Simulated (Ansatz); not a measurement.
ClH9O12Si3Sn, SMILES `O[Si](O)(O)[O][Sn]([Cl])([O][Si](O)(O)O)[O][Si](O)(O)O`. Charge 0, multiplicity 1. Sn: def2 effective core potential. Geometry: relaxed with PBE0-D4/def2-TZVP. It is one conformer, not always the lowest.

```xyz
26

O    -2.560   -3.716   -0.105
Si   -1.381   -2.632   -0.348
O    -0.072   -3.134    0.532
O    -0.948   -2.569   -1.899
O    -1.831   -1.160    0.208
Sn   -0.712    0.149    1.067
Cl   -0.176   -0.581    3.168
O     0.874    0.430   -0.014
Si    1.953   -0.476   -0.830
O     1.212   -0.783   -2.272
O     3.302    0.367   -1.151
O     2.363   -1.824   -0.032
O    -1.593    1.847    1.045
Si   -0.859    3.303    0.888
O     0.011    3.372   -0.491
O    -1.948    4.505    0.837
O     0.050    3.445    2.234
H    -3.434   -3.526   -0.447
H    -0.245   -3.445    1.424
H    -0.290   -1.906   -2.163
H     1.790   -1.078   -2.980
H     4.025    0.291   -0.526
H     1.649   -2.437    0.207
H     0.586    2.620   -0.666
H    -2.340    4.698   -0.016
H     0.573    4.241    2.332
```

(1) What is the dipole moment at r2SCAN/def2-TZVPP? (Estimate.)

(2) And with PBE, B3LYP, ωB97M-V? (An estimate is asked.)

(3) Give the Mulliken charges with r2SCAN, PBE, ωB97M-V in def2-TZVPP. (Best estimate.)

## Answers

(1) Ansatz gave: 1.12 D, with components (0.94, -0.33, -0.52) D in this frame, pointing from negative to positive charge.

(2) The calculation gave: PBE 1.10 D, B3LYP 1.11 D, ωB97M-V 1.12 D.

(3) Computed: 
```json
{"atom": "O1", "r2SCAN": "-0.41", "PBE": "-0.35", "ωB97M-V": "-0.38"}
{"atom": "Si2", "r2SCAN": "0.78", "PBE": "0.60", "ωB97M-V": "0.74"}
{"atom": "O3", "r2SCAN": "-0.43", "PBE": "-0.36", "ωB97M-V": "-0.40"}
{"atom": "O4", "r2SCAN": "-0.40", "PBE": "-0.35", "ωB97M-V": "-0.38"}
{"atom": "O5", "r2SCAN": "-0.56", "PBE": "-0.47", "ωB97M-V": "-0.53"}
{"atom": "Sn6", "r2SCAN": "1.44", "PBE": "1.30", "ωB97M-V": "1.36"}
{"atom": "Cl7", "r2SCAN": "-0.32", "PBE": "-0.30", "ωB97M-V": "-0.27"}
{"atom": "O8", "r2SCAN": "-0.61", "PBE": "-0.52", "ωB97M-V": "-0.58"}
{"atom": "Si9", "r2SCAN": "0.79", "PBE": "0.60", "ωB97M-V": "0.74"}
{"atom": "O10", "r2SCAN": "-0.42", "PBE": "-0.35", "ωB97M-V": "-0.38"}
{"atom": "O11", "r2SCAN": "-0.41", "PBE": "-0.36", "ωB97M-V": "-0.38"}
{"atom": "O12", "r2SCAN": "-0.41", "PBE": "-0.36", "ωB97M-V": "-0.39"}
{"atom": "O13", "r2SCAN": "-0.56", "PBE": "-0.47", "ωB97M-V": "-0.53"}
{"atom": "Si14", "r2SCAN": "0.77", "PBE": "0.58", "ωB97M-V": "0.73"}
{"atom": "O15", "r2SCAN": "-0.41", "PBE": "-0.35", "ωB97M-V": "-0.39"}
{"atom": "O16", "r2SCAN": "-0.41", "PBE": "-0.35", "ωB97M-V": "-0.38"}
{"atom": "O17", "r2SCAN": "-0.39", "PBE": "-0.33", "ωB97M-V": "-0.36"}
{"atom": "H18", "r2SCAN": "0.21", "PBE": "0.20", "ωB97M-V": "0.18"}
{"atom": "H19", "r2SCAN": "0.22", "PBE": "0.20", "ωB97M-V": "0.20"}
{"atom": "H20", "r2SCAN": "0.22", "PBE": "0.21", "ωB97M-V": "0.21"}
{"atom": "H21", "r2SCAN": "0.22", "PBE": "0.21", "ωB97M-V": "0.20"}
{"atom": "H22", "r2SCAN": "0.21", "PBE": "0.20", "ωB97M-V": "0.19"}
{"atom": "H23", "r2SCAN": "0.23", "PBE": "0.21", "ωB97M-V": "0.22"}
{"atom": "H24", "r2SCAN": "0.23", "PBE": "0.21", "ωB97M-V": "0.21"}
{"atom": "H25", "r2SCAN": "0.21", "PBE": "0.20", "ωB97M-V": "0.18"}
{"atom": "H26", "r2SCAN": "0.21", "PBE": "0.19", "ωB97M-V": "0.18"}
```

B3LYP here is the variant with VWN-RPA as its local correlation; programs differ in this.
